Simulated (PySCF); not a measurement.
CsCl, SMILES [Cl][Cs].

Geometry optimised at B3LYP-D3(BJ)/def2-TZVPD. The def2 effective core potentials stand for the cores of Cs; spin–orbit coupling is left out.

These are PBE/def2-TZVPD in PySCF values and carry that method's errors.

The molecule is in vacuum.

| Quantity | Value |
|---|---|
| total energy | -480.26858 hartree |
| point group | C∞v |
| highest occupied level | -4.73 eV |
| lowest empty level | -1.62 eV |
| orbital gap | 3.11 eV |
| dipole moment | 2.132 e·Å |
| quadrupole, principal values (traceless, Buckingham form, about the centre of nuclear charge) | -16.54, 8.27, 8.27 D·Å |
| mean static polarisability | 54.7 bohr³ (8.11 Å³) |
| polarisability, principal values | 42.9, 42.9, 78.4 bohr³ |
